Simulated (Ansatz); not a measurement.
`BBC[SiH3]` + CH₃OH → `BBCOC` + SiH₄  (substitution at a C–Si bond)

Program: Ansatz. Geometries: PBE0-D4/def2-TZVP. ΔE: electronic, gas phase. CCSD(T)/CBS adds triple-zeta CCSD(T) − MP2 to the extrapolated MP2 energy (def2 sets, frozen cores). This one scheme is used for every species. DFT in def2-TZVPP. B3LYP here is the variant with VWN-RPA as its local correlation; programs differ in this. One conformer a species, not always the lowest.

`BBC[SiH3]`:

Z-matrix (Å, degrees):
```
C
B 1 1.545
Si 1 1.892 2 106.7
H 1 1.094 2 115.5 3 -116.1
H 1 1.094 2 114.0 3 115.3
B 2 1.642 1 128.4 3 90.0
H 2 1.210 1 116.8 3 -85.9
H 3 1.486 1 111.0 2 55.1
H 3 1.486 1 110.5 2 -65.6
H 3 1.487 1 109.1 2 174.9
H 6 1.201 2 122.6 1 -86.9
H 6 1.201 2 121.7 1 96.7
```

CH₃OH:

Cartesian coordinates in Å:
```
C 0.196 -0.225 -0.195
O -0.157 0.548 0.929
H 1.128 -0.735 0.048
H 0.366 0.389 -1.088
H -0.558 -0.987 -0.431
H -0.976 1.009 0.738
```

`BBCOC`:

```xyz
13

B     0.621    0.917   -2.562
B     0.420   -0.158   -1.342
C    -0.052    0.129    0.115
O    -0.122   -1.017    0.927
C    -0.550   -0.726    2.227
H    -0.255    1.162   -3.345
H     1.675    1.449   -2.776
H     0.674   -1.302   -1.626
H     0.622    0.884    0.562
H    -1.035    0.637    0.072
H    -0.576   -1.663    2.785
H     0.135   -0.030    2.732
H    -1.556   -0.281    2.231
```

SiH₄:

```xyz
5

Si    0.000    0.000    0.000
H     0.476   -1.150   -0.809
H    -1.396   -0.248    0.440
H     0.047    1.236   -0.821
H     0.873    0.163    1.190
```

```
             level  ΔE (kcal/mol)  difference from CCSD(T)/CBS
         r2SCAN-D4           21.9                         -1.4
          B3LYP-D4           20.7                         -2.6
           ωB97M-V           21.9                         -1.4
            r2SCAN           21.8                         -1.5
              PBE0           22.1                         -1.2
     HF/def2-TZVPP           19.0                         -4.3
    MP2/def2-TZVPP           24.0                          0.7
CCSD(T)/def2-TZVPP           22.1                         -1.2
SCS-MP2/def2-QZVPP           23.0                         -0.3
      HF/CBS(def2)           19.2                         -4.1
       CCSD(T)/CBS           23.3                            0
```

Largest T1 diagnostic among the species: 0.012.

From PBE to PBE0 (25 % exact exchange), in def2-TZVPP and without D4, ΔE moves by +1.0 kcal/mol. In def2-TZVPP, CCSD(T) changes the Hartree–Fock value by +3.1 kcal/mol (the triples alone add +0.2 kcal/mol) and MP2 by +5.0 kcal/mol.
